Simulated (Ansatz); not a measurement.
Relaxation of C2H10O2Si2 (16 atoms, charge 0, multiplicity 1), to a largest force component of 0.02 eV/Å in at most 40 steps.

Theory: RKS PBE0/STO-3G in Ansatz.

```xyz
16
Properties=species:S:1:pos:R:3
Si 0.000 0.000 0.000
Si 0.000 0.000 2.220
H -1.315 -0.407 2.707
H 1.010 -0.935 2.707
H 0.305 1.342 2.707
O 1.584 0.000 -0.559
C 2.350 -1.163 -0.836
H 1.719 -1.905 -1.367
H 3.218 -0.893 -1.473
H 2.714 -1.602 0.116
H -0.688 1.191 -0.486
O -0.791 -1.371 -0.559
C -1.536 -2.268 0.250
H -1.225 -2.158 1.310
H -2.619 -2.040 0.157
H -1.349 -3.311 -0.083
```

Q: Where does it end, and by what steps?

A: It converged. The force dipped under the threshold on the way, but the program's further checks kept it going. Limits of this set-up: minimal basis. After 30 steps the energy has fallen by 0.615 eV; H14 moved furthest, 1.97 Å.

```tsv
step	energy less start (eV)	largest force component (eV/Å)	accepted
0	0.0000	2.023	yes
2	-0.4706	0.325	yes
4	-0.5476	0.115	yes
6	-0.5705	0.049	yes
8	-0.5717	0.068	yes
10	-0.5766	0.102	yes
12	-0.5777	0.455	no
14	-0.5913	0.113	yes
16	-0.6054	0.044	yes
18	-0.6019	0.512	no
20	-0.6085	0.014	yes
22	-0.6113	0.124	yes
24	-0.6134	0.097	yes
26	-0.6142	0.091	yes
28	-0.6149	0.011	yes
30	-0.6150	0.014	yes
```

```xyz
16
Properties=species:S:1:pos:R:3
Si -0.199 0.059 -0.101
Si -0.007 0.113 2.161
H -1.314 0.187 2.768
H 0.665 -1.042 2.707
H 0.736 1.284 2.560
O 1.303 -0.074 -0.924
C 2.127 -1.176 -0.476
H 1.746 -2.170 -0.791
H 3.127 -1.053 -0.933
H 2.272 -1.213 0.625
H -0.719 1.301 -0.628
O -1.336 -1.098 -0.669
C -1.255 -2.380 -0.003
H -0.340 -2.958 -0.254
H -1.308 -2.315 1.105
H -2.120 -2.984 -0.336
```

Whether the end is a true minimum wasn't checked by a vibrational analysis.

The run took 2.4 min on 1 thread of Arm Neoverse V1 (shared host), peak memory 0.14 GiB.
